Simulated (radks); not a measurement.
Task: All-electron atom: the hafnium ion Hf2+ in [Xe] 4f14 5d2. Method: scalar-relativistic Kohn-Sham, Wu-Cohen GGA, spin-polarised, spherical densities, point nucleus; open shells are filled with parallel spins first (spin-orbit coupling, left out, can overturn this in heavy ions); computed with a radial shooting solver on a logarithmic mesh with Libxc functionals. Some entries of the table are withheld. Estimate them.

| orbital | occ. | eigenvalue (eV) | <r> (bohr) |
|---|---|---|---|
| 1s down | 1 | -65297.62 | 0.01899 |
| 1s up | 1 | -65297.62 | 0.01899 |
| 2s up | 1 | -11179.39 | 0.08037 |
| 2s down | 1 | -11179.32 | 0.08037 |
| 2p up | 3 | -9818.630 | 0.07172 |
| 2p down | 3 | -9818.579 | 0.07172 |
| 3s up | 1 | -2558.664 | 0.2087 |
| 3s down | 1 | -2558.659 | 0.2087 |
| 3p up | 3 | -2152.188 | 0.2085 |
| 3p down | 3 | -2152.181 | 0.2085 |
| 3d up | 5 | -1670.924 | 0.1890 |
| 3d down | 5 | -1670.892 | 0.1890 |
| 4s up | 1 | -527.3142 | 0.4682 |
| 4s down | 1 | -527.2771 | 0.4682 |
| 4p up | 3 | -393.9579 | 0.4977 |
| 4p down | 3 | -393.9229 | 0.4977 |
| 4d up | 5 | -221.6374 | 0.5353 |
| 4d down | 5 | -221.5889 | 0.5351 |
| 5s up | 1 | -82.4060 | 1.137 |
| 5s down | 1 | -81.6662 | 1.132 |
| 5p up | 3 | (1) | 1.343 |
| 5p down | 3 | (2) | 1.332 |
| 4f up | 7 | -31.9500 | 0.6790 |
| 4f down | 7 | -31.7607 | 0.6737 |
| 6s up | 0 | -17.9960 | 2.956 |
| 5d up | 2 | -17.3757 | 2.098 |
| 6s down | 0 | -16.3289 | 2.986 |
| 5d down | 0 | -15.7240 | 2.090 |
| 6p up | 0 | -12.2622 | 3.715 |

Result: 
(1) 5p up eigenvalue (eV): -51.0973
(2) 5p down eigenvalue (eV): -50.0270
